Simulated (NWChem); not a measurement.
**Ionisation of Bi**

```xyz
1

Bi     0.0000     0.0000     0.0000
```
Charge 0, spin multiplicity 4.

All runs are NWChem calculations.

Basis set: def2-TZVPD. −ε marks an orbital energy of the parent.

Effective core potentials replace the inner electrons of Bi; spin-orbit coupling is left out. B3LYP has NWChem's definition, with VWN1-RPA local correlation. No SCF solution was tested for a lower state.

Problem. One of these methods gave a first vertical ionisation energy of 5.18 eV. Which?
A. −ε(alpha HOMO) of M06-2X
B. −ε(alpha HOMO) of PBE
C. −ε(alpha HOMO) of r2SCAN
D. −ε(alpha HOMO) of B3LYP

Solution. B, −ε(alpha HOMO) of PBE. The others give 5.86 (−ε(alpha HOMO) of B3LYP), 5.55 (−ε(alpha HOMO) of r2SCAN), 7.26 (−ε(alpha HOMO) of M06-2X).
